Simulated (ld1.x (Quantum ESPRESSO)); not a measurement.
thallium, TM: configuration errors across variants

thallium, norm-conserving Troullier–Martins (Kleinman–Bylander form), made with ld1.x (Quantum ESPRESSO) 7.5 (PBE, fully relativistic). Core [Xe] 4f14 5d10, reference 6s2 6p1. Waves: 6p (bound): rc 2.85 bohr; 6s (bound): rc 2.15 bohr. Local part: the s channel. Core correction: Bessel-smoothed model core inside 1.20 bohr.

Open shells are filled in proportion to 2j + 1 (rel_dist='average').

All-electron excitation energies from the reference (eV): (1) 6s2 6p0 5.273; (2) 6s1 6p0 26.058; (3) 6s2 6p0.5 1.901; (4) 6s1 6p1 13.422; (5) 6s0 6p3 14.954; (6) 6s2 6p1.3 -0.519; (7) 6s1 6p2 7.284.

Errors AE − PS in meV (a dash: test not solved or not reliable):

```tsv
change	(1)	(2)	(3)	(4)	(5)	(6)	(7)	bound ghosts
base	-30	-398	-5.0	-129	-178	-0.6	-46	none
all radii but the core radius scaled by about 0.74 (s 1.60, p 2.12 bohr)	-29	-393	-4.9	-129	-196	-0.6	-48	none
all radii but the core radius scaled by about 0.84 (s 1.80, p 2.40 bohr)	-30	-395	-5.0	-130	-192	-0.6	-48	none
all radii but the core radius scaled by about 0.90 (s 1.92, p 2.56 bohr)	-30	-396	-5.0	-130	-188	-0.6	-48	none
all radii but the core radius scaled by about 1.09 (s 2.34, p 3.10 bohr)	-30	-403	-5.0	-128	-173	-0.6	-44	none
all radii but the core radius scaled by about 1.22 (s 2.62, p 3.48 bohr)	-32	-420	-5.2	-127	-165	-0.6	-42	none
all radii but the core radius scaled by about 1.29 (s 2.78, p 3.68 bohr)	-32	-432	-5.2	-130	-186	-0.6	-46	none
all radii but the core radius scaled by about 1.40 (s 3.00, p 3.98 bohr)	-33	-453	-5.2	-136	-218	-0.6	-52	none
```

Problem. Give the same row for: all radii but the core radius scaled by about 1.14 (s 2.46, p 3.26 bohr).

Solution. -31, -409, -5.1, -128, -171, -0.6, -44; bound ghosts: none.
